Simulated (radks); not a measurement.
Problem. All-electron atom: Ta II in [Xe] 4f14 5d2.5 6s1.5 (fractional occupations, a model configuration). All-electron calculation, scalar-relativistic Kohn-Sham, SCAN, spin-unpolarised, spherical densities, finite nucleus; meta-GGA in the generalised Kohn-Sham scheme; Fermi nuclear charge, rms radius 5.3507 fm. Program: a radial shooting solver on a logarithmic mesh with Libxc functionals. Some entries of the table are withheld. Estimate them.

orbital  occ.  eigenvalue (hartree)  <r> (bohr)  <1/r> (bohr^-1)
1s          2             -2478.512         (1)            85.41
2s          2             -427.0491     0.07892            19.98
2p          6             -374.1650     0.07056            18.15
3s          2             -98.49108         (2)            7.402
3p          6             -82.65986      0.2047              (3)
3d         10                   (4)      0.1857            6.460
4s          2             -20.52621      0.4586            3.131
4p          6             -15.30894      0.4873            2.851
4d         10              -8.60863      0.5230            2.532
5s          2              -3.02535       1.099            1.213
5p          6              -1.77143       1.293            1.013
4f         14              -1.23618      0.6383              (5)
6s        1.5              -0.45890       2.984           0.4250
5d        2.5              -0.41353         (6)           0.6344

Solution. 
(1) 1s <r> (bohr): 0.01867
(2) 3s <r> (bohr): 0.2046
(3) 3p <1/r> (bohr^-1): 6.841
(4) 3d eigenvalue (hartree): -64.15950
(5) 4f <1/r> (bohr^-1): 2.003
(6) 5d <r> (bohr): 2.055
